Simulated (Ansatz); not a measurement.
A geometry relaxed with PBE0-D4/def2-SVP (Ansatz, an electronic-structure program), charge 0, multiplicity 1:

```xyz
20

H      2.5874    -1.0877     1.3526
H     -1.9726    -1.3416    -2.9531
H     -1.6729    -0.5325     1.8096
H      1.0405    -1.0829     2.2436
H      1.6667    -2.5970     1.5436
Si     2.0989     2.1929    -1.0854
O     -0.7245     1.2122     1.1288
H      2.3506     2.0463    -2.5462
H     -2.1534     1.0038     2.5727
H      3.3333     1.8825    -0.3087
H     -2.7188     0.6162     0.9288
H      1.6032     3.5588    -0.7589
C     -1.8536     0.5430     1.6158
Sn     0.3017     0.4970    -0.4131
C      1.5633    -1.5125     1.3671
O      0.8752    -1.3175     0.1660
O     -0.9126     0.0549    -1.9061
C     -1.6777    -1.1215    -1.9127
H     -2.6073    -1.0174    -1.3203
H     -1.1274    -1.9970    -1.5239
```

Task: Write the SMILES of this molecule.

Result: `C[O][Sn]([SiH3])([O]C)[O]C`
